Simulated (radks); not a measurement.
Neutral rhenium: order these configurations by energy. All-electron calculation, non-relativistic Kohn-Sham, PBE, spin-polarised, spherical densities, point nucleus. Program: a radial shooting solver on a logarithmic mesh with Libxc functionals. Open shells are filled with parallel spins first. [Xe] 4f14 5d4 6s2 6p1; [Xe] 4f14 5d5 6s1 6p1; [Xe] 4f14 5d5 6s2; [Xe] 4f14 5d6 6p1; [Xe] 4f14 5d6 6s1; [Xe] 4f14 5d7.

Answer. From the lowest, in eV above it: [Xe] 4f14 5d6 6s1 0.000; [Xe] 4f14 5d5 6s2 0.514; [Xe] 4f14 5d7 1.542; [Xe] 4f14 5d5 6s1 6p1 2.357; [Xe] 4f14 5d6 6p1 3.324; [Xe] 4f14 5d4 6s2 6p1 7.859.
